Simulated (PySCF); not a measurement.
**UHF on Pb³⁺ (lead, charge +3)**

Configuration: [Xe] 4f14 5d10 6s1, 2S determinant. Calculation: PySCF 2.14, in x2c-TZVPPall (11s7p6d3f, 83 functions); the spin-free X2C one-electron Hamiltonian (Gaussian nucleus).

```json
{"Total energy": "-20878.049765 hartree", "One-electron energy": "-28486.1012 hartree", "Hartree (Coulomb) energy": "7996.5529 hartree", "Exchange energy": "-388.5015 hartree", "⟨S²⟩": "0.7509", "⟨L²⟩": "0.000", "Sum of ⟨r⟩": "39.83 bohr", "Sum of ⟨r²⟩": "39.53 bohr²", "Langevin diamagnetic susceptibility": "-31.3 ×10⁻⁶ cm³/mol"}
```

```
shell  electrons  mean orbital energy (hartree)  rms radius, mean of both spins (bohr)
 1s α          1                    -3253.19455                                 0.0181
 1s β          1                    -3253.19025                                 0.0181
 2s α          1                     -588.51158                                 0.0730
 2s β          1                     -588.50846                                 0.0730
 2p α          3                     -507.46588                                 0.0673
 2p β          3                     -507.46550                                 0.0673
 3s α          1                     -144.75585                                  0.186
 3s β          1                     -144.75110                                  0.186
 3p α          3                     -121.04944                                  0.189
 3p β          3                     -121.04798                                  0.189
 3d α          5                      -95.58052                                  0.173
 3d β          5                      -95.58020                                  0.173
 4s α          1                      -35.03426                                  0.408
 4s β          1                      -35.02639                                  0.408
 4p α          3                      -27.09735                                  0.435
 4p β          3                      -27.09480                                  0.435
 4d α          5                      -17.47105                                  0.462
 4d β          5                      -17.46984                                  0.462
 5s α          1                       -7.19402                                  0.916
 5s β          1                       -7.17637                                  0.916
 4f α          7                       -6.89237                                  0.494
 4f β          7                       -6.89125                                  0.494
 5p α          3                       -4.89472                                   1.04
 5p β          3                       -4.88896                                   1.04
 5d α          5                       -2.12252                                   1.36
 5d β          5                       -2.10658                                   1.36
 6s α          1                       -1.50328                                   2.27
```

Spin-orbit coupling, which splits the p, d and f shells strongly at this Z, is absent.

Densities and radii are taken from the X2C orbitals without a picture-change correction, which distorts them close to the nucleus.
